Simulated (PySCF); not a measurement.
This script is equivalent to a calculation on Au⁻ (gold, charge -1).

```python
from pyscf import gto, scf, dft, mp, cc
import basis_set_exchange as bse
txt = bse.get_basis("aug-cc-pVTZ-PP", elements=["Au"], fmt="nwchem", header=False, augment_diffuse=1)
cut = txt.index("\nECP")
mol = gto.M(atom="Au 0 0 0", charge=-1, spin=0, symmetry="D2h",
            basis=gto.basis.parse(txt[:cut]),
            ecp={"Au": gto.basis.parse_ecp(txt[cut:])})
mf = scf.UHF(mol)
mf.irrep_nelec = {'Ag': (4, 4), 'B1g': (1, 1), 'B2g': (1, 1), 'B3g': (1, 1), 'B1u': (1, 1), 'B2u': (1, 1), 'B3u': (1, 1)}
mf.kernel()
```

Problem. What total energy does it give?

Solution. -134.80421 hartree (calculated).

Problem. Which occupied shell lies highest, and where?

Solution. 6s, at -1.150 eV.

Energies and moments cover only the electrons outside the core potential. Spin-orbit coupling, which splits the p, d and f shells strongly at this Z, is absent.
